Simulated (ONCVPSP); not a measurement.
## What the settings do to the ONCV potential of As (Z = 33)

Base potential:

* Element: As
* Generator: ONCVPSP 4.0.1
* Type: optimised norm-conserving Vanderbilt (ONCV)
* Functional: PBE
* Relativity: scalar-relativistic
* Frozen core: [Ar] 3d10
* Valence charge: 5
* Reference configuration: 4s1.5 4p3.5
* Partial waves: 4s: rc 1.50 bohr, ncon 3, nbas 7, qcut 4.1 1/bohr, 2 projectors, debl 0.4 Ha; 4p: rc 1.60 bohr, ncon 4, nbas 9, qcut 6 1/bohr, 2 projectors, debl 0.8 Ha; d scattering state at 0.07 Ha: rc 1.60 bohr, ncon 5, nbas 8, qcut 5.7 1/bohr, 1 projector
* Local potential: polynomial inside 1.30 bohr (lpopt 5, dvloc0 1 Ha)
* Core correction: Teter function, fcfact 3.75, rcfact 1.65

In the s channel the program set the typed energies aside and used -0.549, 0.250 Ha.

All-electron outer shells of the reference configuration (PBE, scalar-relativistic, ld1.x):

```json
{"shell": "3p", "level (eV)": "-134.54", "outermost node (bohr)": "0.22", "outermost maximum (bohr)": "0.52"}
{"shell": "3d", "level (eV)": "-41.48", "outermost node (bohr)": "–", "outermost maximum (bohr)": "0.47"}
{"shell": "4s", "level (eV)": "-14.94", "outermost node (bohr)": "0.73", "outermost maximum (bohr)": "1.61"}
{"shell": "4p", "level (eV)": "-5.52", "outermost node (bohr)": "0.78", "outermost maximum (bohr)": "1.97"}
```

Cutoffs, loose and tight: the cutoffs (Ha) at which the residual kinetic energy of the hardest occupied pseudo-wave falls to 1 and 0.1 mHa per electron. They do not see the model core or the augmentation charge, which bear on the density cutoff. Test errors are all-electron minus pseudo excitation energies from the reference, over the configurations 4s2 4p3; 4s2 4p2; 4s2 4p1; 4s0 4p5. A dash means not determined; rows that change the core or the reference have their own tests.

A true bound ghost makes a file unfit for plane-wave use even where its test errors are small: the radial tests pick states by their node count and pass the ghost by.

```tsv
change	outcome	cutoff, loose	cutoff, tight	bound ghosts	GHOST(+) flags above zero	largest test error (meV)
base	generated, projector energies reset by the program	13 Ha	54 Ha	none	s, d	-146
core correction Teter function, fcfact 6.6, rcfact 1.65	generated, projector energies reset by the program	13 Ha	54 Ha	none	s, d	-230
d: rc 1.5, qcut 6.1, nproj 0; local potential the d channel	generated, projector energies reset by the program	13 Ha	54 Ha	s, p	none	-146
core correction Teter function, fcfact 1.5, rcfact 1.6	generated, projector energies reset by the program	13 Ha	54 Ha	none	s, d	-57
local potential polynomial inside 1.30 bohr (lpopt 5, dvloc0 2.5 Ha)	generated, projector energies reset by the program	13 Ha	54 Ha	d	s, d	-146
```

Task: What comes out with this change to the base: s: qcut 3.9?

Result: outcome: generated, projector energies reset by the program; cutoff, loose: 17 Ha; cutoff, tight: 57 Ha; bound ghosts: none; GHOST(+) flags above zero: s, d; largest test error (meV): -146.
